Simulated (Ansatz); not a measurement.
Stepwise reaction of `[NH2][V]([NH2])([NH2])=[O]` with water, as a gas-phase model of exchange steps in deposition or etching. ΔE in kJ/mol; ΔG adds harmonic PBE0-D4 terms to CCSD(T)/CBS, at 1 bar.

Computed with Ansatz on PBE0-D4/def2-TZVP structures; ΔE is electronic, products minus reactants. CBS: MP2 limit from def2 TZ/QZ plus the TZ coupled-cluster correction, frozen cores. This one scheme is used for every species. Functionals use def2-TZVPP. B3LYP here is the variant with VWN-RPA as its local correlation; programs differ in this. For V outer-core shells are correlated without core-valence functions, which leaves a few kJ/mol of doubt a bond. Scalar relativity is left out up to krypton. One conformer a species, not always the lowest.

```csv
step,reaction,PBE-D4,B3LYP-D4,ωB97M-V,CCSD(T)/CBS,ΔG(600 K)
1,`[NH2][V]([NH2])([NH2])=[O]` + H₂O → `[NH2][V]([NH2])(=[O])[OH]` + NH₃,-50.5,-50.7,-50.3,-44.9,-50.5
2,`[NH2][V]([NH2])(=[O])[OH]` + H₂O → `[NH2][V](=[O])([OH])[OH]` + NH₃,-23.7,-22.3,-22.0,-14.8,-10.3
3,`[NH2][V](=[O])([OH])[OH]` + H₂O → `[O]=[V]([OH])([OH])[OH]` + NH₃,-64.9,-64.4,-64.3,-59.3,-45.2
```

Task: By hand: ΔE of the 3 steps together at CCSD(T)/CBS.

Result: (-44.9) + (-14.8) + (-59.3) = -119.0 kJ/mol, or -39.7 kJ/mol a step.

In ΔE step 3 is the lowest and step 2 the highest. All are downhill at CCSD(T)/CBS. ΔG lies between -50.5 and -10.3 kJ/mol a step. PBE-D4 differs from CCSD(T)/CBS by -8.9 to -5.6 kJ/mol a step. Isolated molecules leave out the surface, adducts and barriers. Largest T1 diagnostic: 0.033.
